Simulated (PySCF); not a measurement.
Vertical excitations of a molecule C8H10 from TDA-LC-ωPBE/def2-SVPD run with PySCF 2.14.0, as energy in eV (oscillator strength): 5.46 (0.006), 6.34 (0.057), 7.44 (0.005), 7.55 (0.677), 7.62 (1.309), 7.89 (0.001). Lowest triplet (TDA): 3.84 eV. Geometry: PBE0-D3(BJ)/def2-SVP. One conformer was computed; it need not be the lowest.

Which molecule gave these data?
(A) Cc1ccc(C)cc1
(B) C=C(C)C1C=CC=C1
(C) C#CC1=C(CC)CC1
(D) C#C/C=C/C=C/CC

A, Cc1ccc(C)cc1
